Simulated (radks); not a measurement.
The numbers below are computed, except where a source is named.
All-electron atom: Mo in [Kr] 4d5 5s1. Code: a radial shooting solver on a logarithmic mesh with Libxc functionals. Model: Dirac Kohn-Sham, PBE, spin-unpolarised, spherical densities, finite nucleus; open shells fill j = l - 1/2 first; Fermi nuclear charge, rms radius 4.4091 fm.

Spin-orbit splittings of the eigenvalues, e(l+1/2) - e(l-1/2), with zeta = 2 splitting/(2l+1) and mean radii in bohr:

shell  occ.  splitting (eV)  zeta (eV)  <r> j=l-1/2  <r> j=l+1/2
2p        6           106.6      71.04       0.1308       0.1353
3p        6               ?          ?       0.4233       0.4339
3d       10           3.321      1.329       0.4132       0.4167
4p        6           2.480      1.653        1.217        1.249
4d        5          0.2026    0.08105        1.988        2.021

Estimate the 3p splitting.

Answer. 17.54 eV (zeta = 11.70 eV).
